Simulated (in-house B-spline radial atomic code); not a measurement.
A fraction x of an electron is added to 4p in neutral germanium, starting from [Ar] 3d10 4s2 4p2 and keeping the highest spin. All numbers are computed (scalar-relativistic (X2C) BP86, spin-polarised, spherical fractional occupations; Fermi nucleus of rms radius 4.0742 fm) with a radial B-spline atomic code at the basis-set limit, not measured.

| x | E(x) - E(0) (eV) | 4p up level (eV) |
| --- | --- | --- |
| 0 | 0.0000 | -4.491 |
| 0.1 | -0.4162 | -3.836 |
| 0.2 | ? | ? |
| 0.3 | ? | ? |
| 0.4 | -1.2846 | -1.983 |
| 0.5 | -1.4539 | -1.408 |
| 0.6 | -1.5669 | -0.857 |
| 0.7 | -1.6263 | -0.336 |

(1) What belongs in the row x = 0.2?

(2) What belongs in the row x = 0.3?

(3) Check Janak's theorem between x = 0.4 and 0.5.

(4) Up to what added charge does this functional bind the extra electron?

Answers

(1) An energy change of -0.7678 eV; 4p up at -3.199 eV.

(2) An energy change of -1.0566 eV; 4p up at -2.580 eV.

(3) The slope of the energy is -1.69 eV; the orbital levels give -1.70 eV (ε of the filling orbital, averaged over the two points).

(4) The highest level rises by about 5.2 eV per electron near x = 0.7 and would reach zero near x = 0.76, so a whole extra electron isn't bound at the basis-set limit.
